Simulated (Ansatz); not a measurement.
Consider the redistribution: `C[B]([SiH3])[SnH3]` + `CB(F)BCl` → `C[B](F)[SnH3]` + `CB([SiH3])BCl`.

Gas-phase electronic energies from Ansatz, PBE0-D4/def2-TZVP geometries. CBS: MP2 limit from def2 TZ/QZ plus the TZ coupled-cluster correction, frozen cores. Functionals use def2-TZVPP. B3LYP here is the variant with VWN-RPA as its local correlation; programs differ in this. def2 core potentials past Kr. For Sn outer-core shells are correlated without core-valence functions, which leaves a few kJ/mol of doubt a bond. One conformer a species, not always the lowest.

`C[B]([SiH3])[SnH3]`:

Cartesian coordinates in Å:
```
C -1.302 1.253 -0.104
B -0.236 0.126 -0.077
Si -0.047 -1.214 -1.568
Sn 1.222 -0.010 1.648
H -2.175 1.059 -0.733
H -1.614 1.650 0.863
H -0.757 2.075 -0.606
H 1.376 -1.537 -1.869
H -0.724 -0.822 -2.837
H -0.693 -2.467 -1.073
H 0.651 0.777 3.060
H 2.705 0.735 1.223
H 1.594 -1.625 2.073
```

`CB(F)BCl`:

Cartesian coordinates in Å:
```
C 0.613 0.983 -0.605
B 0.085 -0.469 -0.382
F 0.532 -1.435 -1.189
B -0.994 -0.905 0.856
Cl -0.354 -1.230 2.450
H -0.154 1.744 -0.443
H 1.388 1.174 0.150
H 1.066 1.124 -1.589
H -2.182 -0.985 0.752
```

`C[B](F)[SnH3]`:

Z-matrix (Å, degrees):
```
C
B 1 1.556
H 1 1.096 2 109.7
H 1 1.096 2 110.0 3 115.3
H 1 1.092 2 113.4 3 -122.1
F 2 1.326 1 119.5 3 121.2
Sn 2 2.282 1 123.5 3 -58.7
H 7 1.712 2 110.9 1 59.8
H 7 1.708 2 113.1 1 -179.2
H 7 1.712 2 110.9 1 -58.1
```

`CB([SiH3])BCl`:

Z-matrix (Å, degrees):
```
C
B 1 1.560
H 1 1.092 2 114.8
H 1 1.104 2 103.4 3 -115.0
H 1 1.092 2 115.6 3 129.7
Si 2 2.032 1 118.3 3 -152.3
B 2 1.649 1 126.5 3 28.4
H 6 1.493 2 106.2 1 81.2
H 6 1.488 2 115.1 1 -159.5
H 6 1.491 2 111.0 1 -35.9
Cl 7 1.758 2 118.0 1 -94.9
H 7 1.197 2 126.0 1 89.3
```

Problem. Is it downhill or uphill in electronic energy at CCSD(T)/CBS, and by how much? (Best estimate.)

Solution. The calculation gave: Downhill: ΔE = -9.4 kJ/mol.

Problem. What do these levels give: PBE-D4, r2SCAN-D4, PBE0-D4, ωB97X-V, ωB97M-V, B2PLYP, PBE, PBE0, B3LYP, HF/def2-TZVPP, MP2/def2-QZVPP, MP2/CBS(def2)? (An estimate is asked.)

Solution. Ansatz gave: PBE-D4 -17.8, r2SCAN-D4 -17.9, PBE0-D4 -15.2, ωB97X-V -12.8, ωB97M-V -14.5, B2PLYP -13.3, PBE -18.2, PBE0 -15.6, B3LYP -15.6, HF/def2-TZVPP -8.1, MP2/def2-QZVPP -9.9, MP2/CBS(def2) -9.7 kJ/mol.

Largest T1 diagnostic among the species: 0.014.
